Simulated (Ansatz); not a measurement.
A nudged elastic band was laid between two geometries of GaH4N + H2 (8 atoms, charge 0, multiplicity 1).

Level of theory: RKS PBE/def2-SVP (Ansatz).

```
movable images  : 5
climbing image  : yes
spring          : 5.0 eV/Å²
optimiser       : quadratic models (default)
start path      : through a guess of the saddle point
force threshold : 0.03 eV/Å
iteration limit : 60
end points      : relaxed
```

First end point:

```xyz
8
Properties=species:S:1:pos:R:3
Ga 0.092 -0.839 0.029
N -0.001 -0.037 1.672
H -0.861 0.060 2.217
H 0.815 0.255 2.214
H 1.529 -0.966 -0.594
H -1.275 -1.297 -0.595
H -0.403 3.358 1.846
H -0.313 2.605 1.706
```

Last end point:

```xyz
8
Properties=species:S:1:pos:R:3
Ga 0.058 0.392 -0.076
N -0.151 0.392 2.088
H -0.346 -0.552 2.448
H 0.705 0.727 2.549
H 1.302 -0.595 -0.182
H -1.382 -0.178 -0.443
H 0.320 1.949 -0.280
H -0.922 1.002 2.391
```

Problem. Which bonds break or form, and what moves?

Solution. Bonds broken: H7–H8. Bonds formed: Ga1–H7, N2–H8. GaH4N + H2 becomes GaH6N.

Problem. Give the energies along the band, and the barrier.

Solution. The run converged. The highest image is number 3 of 0 to 6, 74.7 kJ/mol above the first end and 143.6 kJ/mol above the last; the last end lies 68.9 kJ/mol below the first. Neighbouring images differ by up to 1.3 eV, so the band resolves the path poorly. A vibrational analysis at the climbing image gives one clearly imaginary mode, 1072i cm⁻¹: a first-order saddle point. The orbitals stay closed-shell, which can raise the energy where a bond breaks towards radicals; this wasn't checked here.

```csv
image,path coordinate (Å),energy (kJ/mol),H7–H8 (Å),Ga1–H7 (Å),N2–H8 (Å)
0,0.00,0.0,0.77,4.60,2.66
1,1.21,1.7,0.77,3.91,2.71
2,2.42,6.2,0.77,2.94,2.61
3,3.63,74.7,0.98,1.90,1.48
4,4.51,-48.8,2.01,1.62,1.03
5,5.38,-67.4,2.85,1.59,1.03
6,6.25,-68.9,3.09,1.59,1.03
```

Problem. What is the geometry of the highest image?

Solution. 
```xyz
8
Properties=species:S:1:pos:R:3
Ga -0.011 0.007 0.169
N -0.038 0.294 2.136
H -0.842 -0.043 2.677
H 0.822 0.144 2.676
H 1.435 -0.159 -0.427
H -1.384 -0.483 -0.419
H -0.222 1.878 0.392
H -0.178 1.500 1.292
```

The run took 92 s on 1 thread of Arm Neoverse V2, with other jobs on the host, peak memory 0.14 GiB.
